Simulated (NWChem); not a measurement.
# C4H5FO; SMILES C=CO/C=C/F

```xyz
11

C      1.1876    -1.7575     0.1628
C     -0.1039    -1.7970    -0.1694
O     -1.0462    -0.8260    -0.0937
C     -0.7987     0.4816     0.1656
C      0.2644     1.2035    -0.1936
F      0.2953     2.5056     0.0903
H      1.6880    -0.8719     0.5536
H      1.7689    -2.6753     0.0685
H     -0.5728    -2.7144    -0.5355
H     -1.6353     0.9698     0.6726
H      1.1448     0.8469    -0.7299
```
Atoms are numbered in this order, from 1.

Results from NWChem. Structure relaxed at the PBE0/def2-SVP level. Level: M05-2X/def2-SVP with SMD (1 M gas to 1 M solution), gas-phase geometry.

```tsv
solvent	dielectric constant	solvation free energy (kcal/mol)	cavity-dispersion-structure term (kcal/mol)	dipole in solution (D)
water	78.4	[?]	[?]	1.59
chlorobenzene	5.70	-3.2	0.5	1.53
1-octanol	9.86	-1.6	3.1	1.56
2-propanol	19.3	-2.3	2.6	1.57
1,4-dioxane	2.21	-0.8	1.7	1.45
```

**Question.** Some entries are withheld; supply them.

**Answer.** 
- water, solvation free energy (kcal/mol): 0.5
- water, cavity-dispersion-structure term (kcal/mol): 5.8
